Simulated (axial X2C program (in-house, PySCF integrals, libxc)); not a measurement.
# Curves of CaO⁺ by EOM-IP-CCSD

Computed with an axial X2C code built on PySCF integrals: two-component X2C with atomic mean-field Coulomb and Gaunt terms, Gaussian nuclei, basis Ca dyall-cv3z, O dyall-av3z with contracted cores.

Energies in eV from the lowest point of the lowest state; states are followed by energy order within each Ω. Reference: CaO, 16 electrons correlated in 88 virtual spinors with an MP2 remainder; levels at this size can be off by some tenths of an eV. Masses 39.963 and 15.995 u.

| R (Å) | (1)Ω=3/2 | (1)Ω=1/2 | (2)Ω=1/2 |
| --- | --- | --- | --- |
| 1.652 | 1.5703 | 0.7287 | 1.5904 |
| 1.724 | 0.8366 | 0.3020 | 0.8559 |
| 1.796 | 0.3621 | 0.0798 | 0.3797 |
| 1.877 | 0.0708 | 0.0161 | 0.0882 |
| 1.958 | 0.0000 | 0.0145 | 0.1213 |
| 2.065 | 0.1339 | 0.1487 | 0.4037 |

T1 of the reference reaches 0.039 (Lee–Taylor). Curves followed by order can swap character. Number of frozen shells: Ca 2 s, 1 p; O 1 s. Roots with under 60 % one-particle weight at any point are counted in the labels but not shown, and the list ends where the roots sought for some Ω run out; states that need a further excitation are missing and may lie low or lowest. Curves with a minimum but no constants failed the fit check.
